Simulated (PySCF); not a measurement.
Stepwise substitution at one centre (Ga Br-SiH3). Isolated molecules, 0 K electronic values unless said otherwise. Strings in code marks are SMILES.

These are PBE-D3(BJ)/def2-TZVP // B3LYP-D3(BJ)/def2-TZVP (PySCF 2.14.0) values and carry that method's errors. Excitations are Tamm–Dancoff values on a coarser integration grid. The basis has no diffuse functions, so Rydberg states are missing or too high.

```json
[
 {"species": "0 of 3 Br replaced by SiH3", "S1 oscillator strength": "0.000", "S1 excitation (TDA) (eV)": "4.33", "HOMO–LUMO gap (eV)": "4.17", "dipole moment (D)": "0.00", "LUMO (eV)": "-3.24"},
 {"species": "1 of 3 Br replaced by SiH3", "S1 oscillator strength": "0.000", "S1 excitation (TDA) (eV)": "4.19", "HOMO–LUMO gap (eV)": "4.07", "dipole moment (D)": "2.44", "LUMO (eV)": "-2.90"},
 {"species": "2 of 3 Br replaced by SiH3", "S1 oscillator strength": "0.000", "S1 excitation (TDA) (eV)": "3.23", "HOMO–LUMO gap (eV)": "3.06", "dipole moment (D)": "2.06", "LUMO (eV)": "-3.16"},
 {"species": "3 of 3 Br replaced by SiH3 (`[SiH3][Ga]([SiH3])[SiH3]`)", "S1 oscillator strength": "0.000", "S1 excitation (TDA) (eV)": "3.14", "HOMO–LUMO gap (eV)": "2.91", "dipole moment (D)": "0.06", "LUMO (eV)": "-3.36"}
]
```
